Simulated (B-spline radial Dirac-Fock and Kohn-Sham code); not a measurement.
# Relativistic shifts of the levels of Eu⁵⁹⁺

System: the Eu⁵⁹⁺ ion in the configuration [He] 2s2.

Both columns are ΔSCF binding energies of the configuration average from a radial finite-basis atomic code: non-relativistic Hartree-Fock with a point nucleus, and Dirac-Fock with a finite nucleus and the Coulomb interaction alone, averaged over the two j levels with weights 2j+1.

| shell | Hartree-Fock (eV) | Dirac-Fock (eV) | shift (eV) | shift (%) |
| --- | --- | --- | --- | --- |
| 1s | 52263.5 | 55290.6 | +3027.10 | +5.79 |
| 2s | 12572.8 | 13484.4 | +911.65 | +7.25 |

Relativity binds 1s, 2s more strongly, among those listed most of all 2s in relative terms.

Values without a named source are computed, but for edge energies of neutral atoms, which are taken from tables.
